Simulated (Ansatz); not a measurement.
Reaction (substitution at a C–O bond): `C[O][Ti]([Cl])([Cl])[Cl]` + `C=CS` → `C=CSC` + `[OH][Ti]([Cl])([Cl])[Cl]`

Gas-phase electronic energies from Ansatz, PBE0-D4/def2-TZVP geometries. CCSD(T)/CBS is the MP2 limit (def2-TZVPP, def2-QZVPP) plus CCSD(T) − MP2 in def2-TZVPP, frozen cores. This one scheme is used for every species. Functionals use def2-TZVPP. For Ti outer-core shells are correlated without core-valence functions, which leaves a few kJ/mol of doubt a bond. Scalar relativity is left out up to krypton. One conformer a species, not always the lowest.

```csv
level,ΔE (kcal/mol)
r2SCAN,-6.5
MP2/def2-SVP,-0.6
CCSD(T)/def2-SVP,0.4
HF/def2-TZVPP,-3.9
```

Question: What does CCSD(T)/CBS give? (An estimate is asked.)

Answer: The calculation gave: -6.2 kcal/mol. The listed levels differ from it by -0.3, 5.6, 6.6, 2.3 kcal/mol.

Largest T1 diagnostic among the species: 0.024, so the coupled-cluster value is less sure than usual.

Leaving LDA and LC-ωPBE aside and taking each functional with its dispersion term where it has one, the values, not all of them listed here, spread over 2.1 kcal/mol, from ωB97M-V to B2PLYP. In def2-TZVPP, CCSD(T) changes the Hartree–Fock value by −0.9 kcal/mol (the triples alone add +0.2 kcal/mol) and MP2 by −1.8 kcal/mol.
